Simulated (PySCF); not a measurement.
# Ag⁺: excitation energy

Ag⁺ [Kr] 4d10 (1S) → Ag⁺ [Kr] 4d9 5p1 (high-spin determinant), as a difference of total energies. Calculation: PySCF 2.14, in def2-TZVPPD with the def2 core potential (28 electrons) (6s4p3d2f1g, 56 functions); scalar relativity through the core potential. Correlated levels: valence: 4s2 4p6 frozen. The calculations carry no spin-orbit coupling.

```csv
method,excitation energy (eV)
UHF,9.288
MP2 (valence),10.718
SCS-MP2 (valence),10.642
CCSD (valence),10.385
CCSD(T) (valence),10.438
```

Question: How much does correlation contribute at CCSD(T) (valence)?

Answer: 10.438 − (9.288) = 1.150 eV, measured against UHF.

The determinant of the upper state mixes LS terms, which raises its energy above the lowest term, most at the Hartree-Fock and MP2 levels.
